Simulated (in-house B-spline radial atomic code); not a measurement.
Settings and results of a run for Zn IV (Zn3+) (with a hole in an inner shell). Method: Dirac-Hartree-Fock, average of the jj configuration, Fermi nucleus of rms radius 3.9283 fm. Calculated with an all-electron radial atomic-structure program (B-spline basis).

In the input, a minus or plus after the letter marks the j = l - 1/2 or j = l + 1/2 subshell.

Command:
```bash
python run_scf.py task.json out
```
Settings (nuclear radius in fm, mass in u):
```
Z                30
configuration    1s2 2s2 2p6 3s2 3p6 3d-3 3d+6
hamiltonian      dirac
method           hf
spin_polarised   False
nucleus          fermi
rms_radius       3.9283
atomic_mass      63.92914
speed_of_light   137.035999084
```

Output (hartree, bohr):
```
 radial grid: 68 intervals, B-splines of order 8, outer radius 18.6486 bohr

 iter        energy (Eh)    residual
    1      -1782.0624401    4.53e-01
    2      -1786.9011722    5.17e-01
    3      -1792.1118015    1.05e-01
    4      -1792.3293344    1.94e-02
    5      -1792.3328018    9.16e-03
    6      -1792.3344870    2.32e-03
    7      -1792.3346215    1.33e-04
    8      -1792.3346219    3.36e-05
    9      -1792.3346219    2.99e-06
   10      -1792.3346219    2.94e-07

 total energy                    -1792.334622
 kinetic                           1826.63540
 electron-nucleus                 -4286.48842
 electron-electron                  667.51840

 first-order corrections (not in the total)
   Gaunt                            0.83761
   retardation                     -0.07678
   frequency dependence            -0.00269
   self-energy                      0.56015
   Uehling                         -0.05149
   Wichmann-Kroll                   0.00041
   recoil                           0.01152

 orbital      occ     eigenvalue          <r>       <r^2>       <1/r>       r_max    small
 1s1/2      2.000     -359.32595    0.0502814  0.00340183     30.2318     0.03292  1.17e-02
 2s1/2      2.000      -46.93064     0.224989   0.0597816     6.65175      0.1888  2.26e-03
 2p1/2      2.000      -41.30870     0.195681    0.047023     6.57853      0.1503  2.23e-03
 2p3/2      4.000      -40.44670     0.199156   0.0485943     6.42119      0.1531  2.19e-03
 3s1/2      2.000       -7.34002     0.676897    0.528015     2.09561      0.5874  4.96e-04
 3p1/2      2.000       -5.43731     0.700633    0.576859     1.96276       0.588  4.47e-04
 3p3/2      4.000       -5.39455     0.709452    0.591345     1.93163      0.5955  4.40e-04
 3d3/2      3.000       -2.30962     0.807468     0.82324     1.60881      0.5642  3.23e-04
 3d5/2      6.000       -2.30619     0.810994    0.830038     1.60076      0.5668  3.21e-04
```

Time taken, with all properties: 1 s on 1 thread of Arm Neoverse V1, on a shared host.

For the Dirac Hamiltonian the kinetic term is c α·p + (β - 1)c².
